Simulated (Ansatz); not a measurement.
```xyz
2

Fe    0.0000    0.0000    0.0000
Fe    0.0000    0.0000    2.0200
```

Basis set: pcseg-2 (spherical functions). Charge 0, multiplicity 7.

Computed with Ansatz (development build ahead of 0.2.0); each method stands on the lowest determinant of its kind that the runs found.

The atomization energy at this shape (free ground-state atoms in the same class of orbitals less the molecule, no zero-point energy) of septet Fe₂:

| method | atomization energy |
| --- | --- |
| ROHF | -5.21 eV |

What does PBE (unrestricted) give?

2.44 eV. Caution for ROHF: no unrestricted run beside it, a lower state can exist; the molecule lies well above its atoms at this level.

The shape needn't be a minimum at these levels.
